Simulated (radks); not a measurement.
Results of a calculation; reference values are marked as such.
Initial-state core-level shifts of the molybdenum ion Mo2+ when its valence configuration changes from [Kr] 4d4. Level of theory: Dirac Kohn-Sham, PBE, spin-unpolarised, spherical densities, finite nucleus; open shells are shared between the two j in proportion to 2j + 1; Fermi nuclear charge, rms radius 4.4091 fm (a radial shooting solver on a logarithmic mesh with Libxc functionals). Shifts are changes of the shell-averaged eigenvalues in eV (positive: less bound); the change of the density at the nucleus, which sets a Mossbauer isomer shift, is in e/bohr^3, on a base of 9.086e+04.

| valence | 1s | 3s | 3d | 4s | density at nucleus |
|---|---|---|---|---|---|
| 4d2 5p2 | -11.195 | -11.558 | -11.617 | -10.362 | +7.080 |
| 4d3 5s1 | -4.245 | -4.428 | -4.456 | -3.955 | +22.003 |
| 4d3 5p1 | -5.422 | -5.601 | -5.627 | -5.108 | +3.098 |
| 4d2 5s2 | -8.888 | -9.251 | -9.314 | -8.130 | +48.040 |
| 4d3.5 5p0.5 | -2.661 | -2.750 | -2.762 | -2.528 | +1.440 |
| 4d1 5s1 5p2 | -16.158 | -16.698 | -16.800 | -14.630 | +34.677 |
| 4d2 5s1 5p1 | -10.053 | -10.416 | -10.477 | -9.259 | +27.861 |
| 4d1 5s2 5p1 | -15.034 | -15.570 | -15.673 | -13.555 | +56.860 |
